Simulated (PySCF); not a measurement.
SMILES C(=C/S)/S, B3LYP/def2-SVP optimised geometry.

```
8

S      1.14     0.76     0.00
C      0.13    -0.70     0.00
C     -1.21    -0.70     0.00
S     -2.33     0.67     0.00
H      2.33     0.12     0.00
H      0.67    -1.65     0.00
H     -1.74    -1.66     0.00
H     -1.40     1.66     0.01
```

Density from B3LYP/def2-TZVP in PySCF at that geometry.

Minimum of the electron density along straight lines between bonded atoms, close to the bond critical point (lines longer than 1.1 times the sum of covalent radii, or with two minima, are not listed):

```json
[
 {"bond": "S1–C2", "length / Å": "1.774", "ρ at the minimum / e bohr⁻³": "0.196", "∇²ρ there / e bohr⁻⁵": "-0.37", "position (fraction from the first atom)": "0.52"},
 {"bond": "C2–C3", "length / Å": "1.343", "ρ at the minimum / e bohr⁻³": "(withheld)", "∇²ρ there / e bohr⁻⁵": "-1.00", "position (fraction from the first atom)": "0.50"},
 {"bond": "C3–S4", "length / Å": "1.764", "ρ at the minimum / e bohr⁻³": "0.199", "∇²ρ there / e bohr⁻⁵": "-0.38", "position (fraction from the first atom)": "0.48"},
 {"bond": "S1–H5", "length / Å": "1.350", "ρ at the minimum / e bohr⁻³": "0.215", "∇²ρ there / e bohr⁻⁵": "-0.63", "position (fraction from the first atom)": "0.64"},
 {"bond": "C2–H6", "length / Å": "1.092", "ρ at the minimum / e bohr⁻³": "0.280", "∇²ρ there / e bohr⁻⁵": "-0.97", "position (fraction from the first atom)": "0.65"},
 {"bond": "C3–H7", "length / Å": "1.094", "ρ at the minimum / e bohr⁻³": "0.280", "∇²ρ there / e bohr⁻⁵": "-0.97", "position (fraction from the first atom)": "0.65"},
 {"bond": "S4–H8", "length / Å": "1.354", "ρ at the minimum / e bohr⁻³": "0.214", "∇²ρ there / e bohr⁻⁵": "-0.62", "position (fraction from the first atom)": "0.65"}
]
```

Task: Complete the blanks.

Result: 
- C2–C3, ρ at the minimum / e bohr⁻³: 0.342
